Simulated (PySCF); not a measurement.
Two structures, one formula

Two relaxed structures of CH₄GeS, singlet (PBE0-D4/def2-TZVP; forces vanish, vibrations not checked).

A:

C1  (-0.631, -0.425, -0.496)
S2  (0.091, -1.627, 0.673)
Ge3  (0.780, 0.758, 0.333)
H4  (-0.418, -0.796, -1.496)
H5  (-1.698, -0.304, -0.334)
H6  (-0.203, 1.147, 1.534)
H7  (-0.685, -1.335, 1.728)
(Å)

B:

```
7
angstrom
C -0.7883 -0.2084 -0.5476
S -0.4297 -1.4659 0.7562
Ge 0.7751 0.3345 0.4391
H -0.6568 -0.5706 -1.5619
H -1.7112 0.3408 -0.3928
H 0.6549 1.4380 1.4866
H 2.1570 0.1395 -0.1788
```

PySCF 2.14 with density fitting (its default auxiliary sets; JK sets also for MP2 and CCSD(T)); basis: def2-TZVPP; cores frozen in the correlated methods. Filled d shells of the heavier atoms are correlated. The def2 sets are not built for correlating such inner shells, so the correlated values are less sure here. B3LYP uses VWN-RPA correlation.

(1) Which structure is lower at CCSD(T), and by how much? (Judge from chemistry; the value comes from the calculation.)

The T1 diagnostic stays at or below 0.014.

## Answers

(1) Computed: B, by 56.2 kJ/mol (electronic energy, against the other). By their contacts, A is CH₄GeS ([CH2]1[SH][GeH]1) and B is CH₄GeS ([CH2]1[S][GeH2]1).

All methods give the same order:

| method | E(B) − E(A) (kJ/mol) |
| --- | --- |
| PBE-D4 | -37.6 |
| r2SCAN-D4 | -50.3 |
| PBE0-D4 | -47.4 |
| B3LYP-D4 | -33.0 |
| wB97M-V | -40.4 |
| HF | -54.4 |
| MP2 | -65.1 |
| CCSD | -56.0 |
| CCSD(T) | -56.2 |

Labels in which every atom is bracketed show which atoms are joined, not bond orders.

For scale, one of the runs: CCSD(T)/def2-TZVPP, 177 basis functions, launched by `OMP_NUM_THREADS=2 python run.py`. Time: 9.7 min of wall clock on 2 CPU threads of an Arm Neoverse V1; the host was shared. Peak host memory: 1.8 GiB.
